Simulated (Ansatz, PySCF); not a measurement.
This triplet is an excited state, 1.40 eV above the relaxed singlet at the level frozen-core CCSD(T)/cc-pVTZ // PBE0-D3(BJ)/def2-TZVP (Ansatz, an electronic-structure program).

Cartesian coordinates (Å):
```xyz
8

N     -1.9266    -0.0580    -0.3073
Si    -0.4823    -0.9937    -0.3955
Si     1.5004     0.0650     0.2462
H     -2.3548     0.3396    -1.1285
H     -2.5916    -0.1737     0.4413
H      2.5821    -0.9401     0.0715
H      1.4709     0.5048     1.6700
H      1.8018     1.2560    -0.5977
```
Charge 0, spin multiplicity 3.

### Question
Predict the highest occupied spin orbital, dipole moment and total energy from PBE0-D3(BJ)/def2-TZVP (PySCF).

### Answer

```yaml
highest_occupied_spin_orbital: -5.19 eV
dipole_moment: 1.91 D
total_energy: -636.4148 Ha
```
